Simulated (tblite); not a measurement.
Task: Give a GFN2-xTB geometry of `CC(=O)CCNC(=O)[SiH2]N`.

Result: 
Z-matrix in Å and degrees, rows numbered from 1:
```
C 
C   1  1.5070
O   2  1.2041  1  123.01
C   2  1.5147  1  114.13  3  -179.77
C   4  1.5322  2  112.05  1  -157.97
N   5  1.4452  4  112.05  2  -172.40
C   6  1.3531  5  122.70  4   -84.13
O   7  1.2205  6  121.91  5    -3.27
Si  7  1.9152  6  116.41  5   176.16
N   9  1.7311  7  104.73  6    22.50
H   1  1.0890  2  108.32  3  -104.53
H   1  1.0866  2  110.40  3    14.49
H   1  1.0868  2  110.86  3   137.06
H   4  1.0906  2  110.26  1   -35.31
H   4  1.0949  2  107.14  1    81.78
H   5  1.0918  4  109.85  2   -50.28
H   5  1.0930  4  108.87  2    69.06
H   6  1.0071  5  118.45  4    86.13
H   9  1.4640  7  108.34  6   149.12
H   9  1.4639  7  109.95  6   -89.31
H  10  1.0096  9  118.37  7    56.80
H  10  1.0084  9  117.49  7  -169.33
```

The 3 C–C bonds span 1.507 Å (C1–C2, drawn single) to 1.532 Å (C4–C5, drawn single), a spread of 0.025 Å. The C–N distances run from 1.353 Å (N6–C7, drawn single) to 1.445 Å (C5–N6, drawn single), a spread of 0.092 Å. N6 (nitrogen bound to a carbonyl carbon) is planar (angles 122.7°, 118.4° and 118.2°, sum 359.3°, 0.06 Å off the plane of its three neighbours). Si9 (SiH2 silicon) is distorted tetrahedral (angles from 104.5° to 117.9°).

Computed geometry: GFN2-xTB, gas phase.

Point group: C1 (no symmetry element, even within 0.4 Å). Its GFN2-xTB frequencies are all real (lowest 18 cm⁻¹). One conformer, not necessarily the lowest (C1–C2–C4–C5 -158°, C2–C4–C5–N6 -172°, C4–C5–N6–C7 -84°, C5–N6–C7–O8 -3°, N6–C7–Si9–N10 22°). 3 starts were optimised and ended at 0.00, 0.15 and 0.40 kcal/mol (GFN2-xTB); the lowest of these is shown.

The run took 2.7 s on one thread, Intel Xeon at 2.50 GHz (x86_64), on a shared host. These figures are those of the optimisation.
